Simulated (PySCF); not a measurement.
Shapes and spin states of Hf₂Se

Method: PBE0 in PySCF with Se def2-SVP, Hf def2-SVP with ECP60; scalar-relativistic core potentials, no spin–orbit coupling; density-fitted integrals.

Relaxations began from a few typed shapes and spin states; open shells are unrestricted. The search is not exhaustive: other isomers or separated fragments can lie lower, and high-lying points may rest on an excited occupation.

(1) Order these stationary points by electronic energy, lowest first, in kJ/mol from the lowest minimum.
A. triplet (⟨S²⟩ 2.48) C2v: Hf–Hf 3.278 Å, Se–Hf 2.527 Å (×2); Hf–Hf–Se 49.6° (×2), Hf–Se–Hf 80.8°
B. singlet (closed shell, unstable to spin polarisation) C2v: Hf–Hf 2.936 Å, Se–Hf 2.520 Å (×2); Hf–Hf–Se 54.4° (×2), Hf–Se–Hf 71.3°
C. triplet D∞h: Se–Hf 2.445 Å (×2); Hf–Se–Hf 180.0°
D. broken-symmetry Ms = 0 (⟨S²⟩ 0.40) C2v: Hf–Hf 2.452 Å, Se–Hf 2.536 Å (×2); Hf–Hf–Se 61.1° (×2), Hf–Se–Hf 57.8°

(2) Which of them are minima?

Results:

(1) D (0.0), B (80.6), A (104.8), C (163.0).

(2) By energy in kJ/mol, 0.0: minimum; 80.6: minimum of the closed-shell surface only; 104.8: minimum; 163.0: not settled, its softest mode being under 30 cm⁻¹.

For the lowest minimum: the determinant is spin-contaminated (⟨S²⟩ = 0.40, pure value 0.00). The spin densities have lower symmetry than the nuclear frame. With an element this heavy the missing spin–orbit coupling can shift these numbers.
